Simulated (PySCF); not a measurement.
CH6O3Sn, SMILES [CH3][Sn]([OH])([OH])[OH] (connectivity only; charge and spin as stated), charge +1, multiplicity 2.

Coordinates come from a B3LYP-D3(BJ)/def2-SVP optimisation. The def2 effective core potentials stand for the cores of Sn; spin–orbit coupling is left out. Other conformers were not sampled.

Level of theory: B3LYP-D3(BJ)/def2-SVP run with PySCF.

Frequencies are harmonic and unscaled.

Modes within 1.5 cm⁻¹ of each other (mostly degenerate sets) share a row, with their intensities summed.

```json
[
 {"mode": "1–2", "ν (cm⁻¹)": "85", "IR (km/mol)": "5.6", "moving atoms (share of kinetic energy)": "O 42 %, C 36 %, H 16 %"},
 {"mode": "3", "ν (cm⁻¹)": "103", "IR (km/mol)": "0.4", "moving atoms (share of kinetic energy)": "H 98 %"},
 {"mode": "4", "ν (cm⁻¹)": "127", "IR (km/mol)": "14.7", "moving atoms (share of kinetic energy)": "O 66 %, Sn 29 %"},
 {"mode": "5–6", "ν (cm⁻¹)": "133", "IR (km/mol)": "23.4", "moving atoms (share of kinetic energy)": "O 76 %, Sn 12 %, H 12 %"},
 {"mode": "7", "ν (cm⁻¹)": "261", "IR (km/mol)": "205.2", "moving atoms (share of kinetic energy)": "H 47 %, C 42 %, O 8 %"},
 {"mode": "8–9", "ν (cm⁻¹)": "270", "IR (km/mol)": "39.9", "moving atoms (share of kinetic energy)": "H 91 %, O 9 %"},
 {"mode": "10", "ν (cm⁻¹)": "296", "IR (km/mol)": "118.2", "moving atoms (share of kinetic energy)": "H 62 %, C 36 %"},
 {"mode": "11–12", "ν (cm⁻¹)": "532", "IR (km/mol)": "0.4", "moving atoms (share of kinetic energy)": "H 94 %"},
 {"mode": "13", "ν (cm⁻¹)": "600", "IR (km/mol)": "3.7", "moving atoms (share of kinetic energy)": "O 97 %"},
 {"mode": "14–15", "ν (cm⁻¹)": "651", "IR (km/mol)": "64.4", "moving atoms (share of kinetic energy)": "O 82 %, Sn 15 %"},
 {"mode": "16", "ν (cm⁻¹)": "833", "IR (km/mol)": "18.6", "moving atoms (share of kinetic energy)": "H 94 %"},
 {"mode": "17–18", "ν (cm⁻¹)": "858", "IR (km/mol)": "252.9", "moving atoms (share of kinetic energy)": "H 92 %"},
 {"mode": "19", "ν (cm⁻¹)": "1039", "IR (km/mol)": "14.0", "moving atoms (share of kinetic energy)": "H 85 %, C 15 %"},
 {"mode": "20–21", "ν (cm⁻¹)": "1382", "IR (km/mol)": "31.5", "moving atoms (share of kinetic energy)": "H 92 %, C 8 %"},
 {"mode": "22", "ν (cm⁻¹)": "3051", "IR (km/mol)": "39.6", "moving atoms (share of kinetic energy)": "H 100 %"},
 {"mode": "23–24", "ν (cm⁻¹)": "3243", "IR (km/mol)": "30.1", "moving atoms (share of kinetic energy)": "H 89 %, C 11 %"},
 {"mode": "25–26", "ν (cm⁻¹)": "3744", "IR (km/mol)": "753.6", "moving atoms (share of kinetic energy)": "H 94 %"},
 {"mode": "27", "ν (cm⁻¹)": "3752", "IR (km/mol)": "72.3", "moving atoms (share of kinetic energy)": "H 94 %"}
]
```
